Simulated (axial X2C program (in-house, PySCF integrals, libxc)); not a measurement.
Spin–orbit effects down a group: molecules with S, PBE0

Calculated with an axial X2C code built on PySCF integrals, spin-free (one-electron X2C) or two-component (2c: spin–orbit coupling with atomic mean-field Coulomb and Gaunt terms, which also bring small scalar terms), in Dyall basis sets with cores contracted in-house; open shells are unrestricted.

Basis sets: C dyall-v3z, Ge dyall-cv3z, S dyall-av3z, Sn dyall-cv3z.

```tsv
molecule	spin-free state	Re (Å)	ωe (cm⁻¹)	De (eV)	2c state	Re 2c (Å)	ωe 2c (cm⁻¹)	De 2c (eV)
CS	M_S = 0, Λ = 0	1.533	1326.1	7.21	Ω = 0	1.533	1325.8	7.21
GeS	M_S = 0, Λ = 0	2.011	586.4	5.58	Ω = 0	2.012	585.9	n/a
SnS	M_S = 0, Λ = 0	2.207	500.3	4.95	Ω = 0	2.208	499.2	n/a
```

Each entry is the lowest single determinant of a limited PBE0 search at one distance. De goes to single-determinant-based atoms at the same level (for ions the charge split of lowest energy) and is withheld (n/a) where an atom does not fit its ground term or J level. Main or longest-lived isotopes. Some light 2c atoms are not at their ground J level, so De misses part of their lowering (0.04 eV or less). The functionals have no current term, which raises determinants with orbital currents.
